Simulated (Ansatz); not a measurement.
Cost and result for the atomization energy of `CBB(C)F` (12 atoms, 11 bonds).

```xyz
12

C     1.589    0.092    1.148
B     1.012   -0.213   -0.267
B    -0.586   -0.666   -0.578
C    -1.785    0.330   -0.722
F    -0.875   -1.973   -0.688
H     1.512    1.190    1.236
H     1.042   -0.328    1.994
H     2.655   -0.127    1.249
H     1.743   -0.016   -1.206
H    -2.539   -0.034   -1.426
H    -1.492    1.345   -0.999
H    -2.276    0.399    0.259
```

The species carries charge 0 and has multiplicity 1. All single points use the PBE0-D4/def2-TZVP geometry. It is one conformer, not always the lowest. Program: Ansatz. All runs use 4 threads of an Arm Neoverse V2 on a shared host. Times are those of one run each, without the atoms' runs, and a repeat can differ threefold. Electronic energies, without spin–orbit coupling; frozen cores. CCSD(T)/CBS adds CCSD(T) − MP2 in def2-TZVPP to the MP2 limit, and its time is that of the two runs behind it. T1 = 0.012. B3LYP takes the VWN-RPA correlation (the form of Gaussian; ORCA's B3LYP/G).

CCSD(T)/CBS is a level of theory with its own doubt, some kJ/mol a heavy atom from the limit and from the frozen cores, so smaller differences don't rank the functionals.

```csv
level,functions,wall time,atomization (kJ/mol),difference from CCSD(T)/CBS,per bond
PBE-D4/def2-TZVPP (with forces),253,1.9 s,4785.2,107.4,9.8
PBE0-D4/def2-TZVPP,253,1.9 s,4730.6,52.8,4.8
B3LYP-D4/def2-TZVPP (with forces),253,3.1 s,4716.7,38.9,3.5
r2SCAN-D4/def2-TZVPP (with forces),253,3.5 s,4733.8,56.0,5.1
B2PLYP/def2-TZVPP,253,3.8 s,4670.8,-7.0,-0.6
ωB97X-V/def2-TZVPP,253,6 s,4706.5,28.7,2.6
ωB97M-V/def2-TZVPP (with forces),253,7.5 s,4718.1,40.3,3.7
MP2/def2-QZVPP,495,19 s,4711.4,33.6,3.1
CCSD(T)/def2-TZVPP,253,110 s,4586.1,-91.7,-8.3
CCSD(T)/CBS(def2),–,2.1 min,4677.8,0.0,0.0
```

In def2-TZVPP, CCSD(T) changes the Hartree–Fock value by +918.1 kJ/mol (the triples alone add +49.5 kJ/mol) and MP2 by +989.6 kJ/mol; breaking electron pairs costs correlation energy, which Hartree–Fock lacks. The D4 term adds +27.8 kJ/mol with B3LYP and +14.8 kJ/mol with PBE0; it sums over pairs of atoms, weighted by their polarisabilities, and B3LYP, whose exchange is more repulsive, gets the larger term. From PBE to PBE0 (25 % exact exchange), in def2-TZVPP and without D4, the atomization energy moves by −51.8 kJ/mol: exact exchange takes away binding that semilocal exchange gives to molecules.
